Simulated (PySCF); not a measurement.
H₃Si (SMILES [SiH3]), doublet, geometry from GFN2-xTB. Base run: HF/6-311G** in PySCF.

Input for PySCF:
```python
from pyscf import gto, scf

mol = gto.M(
    atom='''
Si    0.00172380    0.00046639    0.05606838
H    -0.01025152    1.41163100   -0.27334508
H     1.21691602   -0.70748096   -0.29344641
H    -1.23079768   -0.71067955   -0.21816587
''',
    basis='6-311g**',
    spin=1,
    verbose=4,
)

mf = scf.UHF(mol)
mf.kernel()
```

Variants of this job, named by their change:

| change | E (Eh) | HOMO (eV) | dipole (D) | <S^2> | core-seconds (rough) |
|---|---|---|---|---|---|
| base | -290.62926 | -8.56 | 0.02 | 0.757 | 0.3 |
| functional = b97-1 | -291.20025 | -5.64 | 0.10 | 0.752 | 1 |
| functional = m062x | -291.20184 | -6.73 | 0.02 | 0.753 | 3 |
| functional = b3lyp; dispersion = d3zero | -291.25899 | -5.70 | 0.06 | 0.752 | 2 |
| functional = pw6b95 | -291.49168 | -5.95 | 0.06 | 0.752 | 3 |
| functional = b3lyp | -291.25849 | -5.70 | 0.06 | 0.752 | 2 |
| functional = wb97m_v | -291.19249 | -7.74 | 0.02 | 0.751 | 50 |
| functional = hse06 | -291.11966 | -5.62 | 0.08 | 0.753 | 4 |
| functional = revpbe | -291.17277 | -4.97 | 0.08 | 0.753 | 2 |
| functional = pbe0 | -291.10403 | -6.02 | 0.08 | 0.753 | 2 |
| functional = blyp | -291.22406 | -4.73 | 0.07 | 0.752 | 2 |
| functional = mn12l | -291.19315 | -4.89 | 0.11 | 0.760 | 3 |
| functional = bhandhlyp | -291.23056 | -6.80 | 0.05 | 0.752 | 2 |

Absolute energies of different levels of theory aren't comparable as measures of quality.

Open shells are given as the SCF converged; they aren't shown to be the lowest states, and a large step between rows can be another state.
